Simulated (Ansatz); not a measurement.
Gas-phase electronic energies from Ansatz, PBE0-D4/def2-TZVP geometries. CCSD(T)/CBS adds triple-zeta CCSD(T) − MP2 to the extrapolated MP2 energy (def2 sets, frozen cores). This one scheme is used for every species. DFT in def2-TZVPP. HSE06 is defined as in plane-wave codes. Each species was taken in one conformer, which may not be the lowest.

Reaction (cleavage of the Si–B bond): `OB(F)[SiH3]` + `O[SiH](F)[SiH3]` → `F[SiH]([SiH3])O[SiH3]` + `OBF`

```
         level  ΔE (kcal/mol)  difference from CCSD(T)/CBS
   LDA (SPW92)          -24.3                          6.7
       PBE0-D4          -27.3                          3.7
    r2SCAN0-D4          -30.4                          0.6
      HSE06-D4          -27.3                          3.7
  CAM-B3LYP-D4          -32.1                         -1.1
       ωB97M-V          -30.7                          0.3
        B2PLYP          -31.5                         -0.5
          PBE0          -26.6                          4.4
       r2SCANh          -29.4                          1.6
         HSE06          -26.6                          4.4
         BHLYP          -33.2                         -2.2
   HF/def2-SVP          -35.4                         -4.4
 CCSD/def2-SVP          -30.7                          0.3
MP2/def2-TZVPP          -32.7                         -1.7
MP2/def2-QZVPP          -33.1                         -2.1
 MP2/CBS(def2)          -33.0                         -2.0
   CCSD(T)/CBS          -31.0                            0
```

Largest T1 diagnostic among the species: 0.014.

At CCSD(T), def2-SVP lies +0.9 kcal/mol from the extrapolated value and def2-TZVPP +0.3 kcal/mol. The D4 term adds −1.1 kcal/mol with B3LYP and −0.7 kcal/mol with PBE0; it sums over pairs of atoms, weighted by their polarisabilities, and B3LYP, whose exchange is more repulsive, gets the larger term.

B3LYP here is the variant with VWN-RPA as its local correlation; programs differ in this.
